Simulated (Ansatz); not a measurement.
Frontier orbitals of CH7FOSi2 (`C[Si](O)(F)[SiH3]`).

```xyz
12

C     1.2323    0.9148   -0.8040
Si    0.3933   -0.4476    0.1386
O     0.8478   -0.4799    1.7137
F     0.8417   -1.8218   -0.5657
Si   -1.9467   -0.3499    0.1530
H     0.9246    0.9067   -1.8525
H     2.3196    0.7949   -0.7748
H     0.9832    1.8910   -0.3812
H     1.7823   -0.4490    1.9269
H    -2.4610   -0.3916   -1.2433
H    -2.3963    0.9240    0.7774
H    -2.5209   -1.4916    0.9119
```

Charge 0, multiplicity 1. Geometry: relaxed with PBE0-D4/def2-TZVP. It is one conformer, not always the lowest. Basis def2-TZVPP, Ansatz 0.2.0.

Orbital energies of one run (eV). Highest occupied ones, from the top: -7.84, -9.31, -9.55, -9.58, -9.87, -10.85, -11.37, -11.56, -12.08, -12.16, -13.78, -14.47, -15.83, -19.44. Empty: -0.04, 0.08, 0.47, 0.95, 1.46, 1.86.

(1) Which functional gave them?
A. B3LYP
B. CAM-B3LYP
C. ωB97X-V
D. LC-ωPBE

Answers

(1) A. HOMO energies: B3LYP -7.84, ωB97X-V -10.32, LC-ωPBE -10.64, CAM-B3LYP -9.35 eV.

B3LYP here is the variant with VWN-RPA as its local correlation; programs differ in this. LC-ωPBE has ω = 0.4 bohr⁻¹.
